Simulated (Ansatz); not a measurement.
Geometry optimisation, RKS PBE/6-31G* (Ansatz).

input.yaml

```yaml
crystal:
  periodic: [false, false, false]
  atoms:
    - { symbol: O, position_ang: [0.94302, -1.3598, -0.59227] }
    - { symbol: C, position_ang: [1.03457, -0.16224, -0.38247] }
    - { symbol: Al, position_ang: [-0.78404, 0.3844, 0.34574] }
    - { symbol: Cl, position_ang: [-1.0554, 2.31502, 0.82947] }
    - { symbol: H, position_ang: [2.00621, 0.32732, -0.61886] }
    - { symbol: H, position_ang: [-1.86649, -0.69035, 0.50108] }
basis:
  gaussian: { orbitals: "6-31G*" }
hamiltonian:
  xc: pbe
relax:
  f_tol: 0.015
  max_steps: 40
```

Run as:

```bash
$ ansatz run input.yaml --threads 1 --pin off --max-ram 2048MiB --backend cpu --events-out ev --progress --plain --runs-dir out
```

Where does it end, and by what steps?

The run converged. After 6 steps the energy has fallen by 0.238 eV; O1 moved furthest, 0.21 Å.

```csv
step,energy less start (eV),largest force component (eV/Å),accepted
0,0.0000,2.216,yes
1,-0.2223,0.393,yes
2,-0.2046,0.763,no
3,-0.2307,0.200,yes
4,-0.2363,0.096,yes
5,-0.2376,0.067,yes
6,-0.2384,0.014,yes
```

```xyz
6
Properties=species:S:1:pos:R:3
O 1.120 -1.463 -0.607
C 1.026 -0.254 -0.403
Al -0.770 0.372 0.328
Cl -1.042 2.409 0.879
H 1.912 0.412 -0.616
H -1.969 -0.662 0.502
```

Run time: 18 s on 1 CPU thread of a shared host.
